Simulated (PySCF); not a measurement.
BCl₂, SMILES Cl[B]Cl, multiplicity 2.

Geometry optimised at PBE0-D3(BJ)/def2-TZVP. The isomer is the one that the SMILES or the coordinates give; other isomers of the formula were not compared.

All values below come from CAM-B3LYP/def2-TZVPD in PySCF.

The molecule is in vacuum.

Computed frontier levels, dipole moment and polarisability:
- α spin, highest occupied and lowest empty level: -7.77 and -0.81 eV
- β spin, highest occupied and lowest empty level: -10.94 and -1.31 eV
- dipole moment: 0.23 D
- quadrupole, principal values (traceless, Buckingham form, about the centre of nuclear charge): -1.75, 0.60, 1.14 D·Å
- mean static polarisability: 44.3 bohr³ (6.57 Å³)
- polarisability, principal values: 35.2, 39.7, 58.0 bohr³
- ⟨S²⟩: 0.753 (pure state 0.75)
